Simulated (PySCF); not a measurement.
Computed shifts of a molecule C3H9NSi, B3LYP/pcSseg-1 in PySCF, GIAO, gas phase, atoms alike by connectivity averaged where their shifts nearly agree, in ppm (number of nuclei): ¹⁵N: 48.7 (1). ¹³C: 168.6 (1), 127.0 (1), 57.8 (1). ²⁹Si: -69.1 (1). ¹H: 6.57 (1), 5.86 (1), 4.34 (3), 3.62 (1), 3.30 (1), 0.83 (1), 0.41 (1). References: ¹⁵N against NH3 (σ = 265.5 ppm); ¹³C against TMS (σ = 181.3 ppm); ²⁹Si against TMS (σ = 338.7 ppm); ¹H against TMS (σ = 31.68 ppm), references at their B3LYP-D3(BJ)/def2-TZVP geometries, non-relativistic. The structure is a stationary point at B3LYP-D3(BJ)/def2-SVP. One conformer was computed; it need not be the lowest.

Identify the compound among the candidates.
A. NC/C=C/[SiH3]
B. C/N=C/[SiH2]C
C. C/N=C(/C)[SiH3]
D. C=C(C)[SiH2]N

A, NC/C=C/[SiH3]
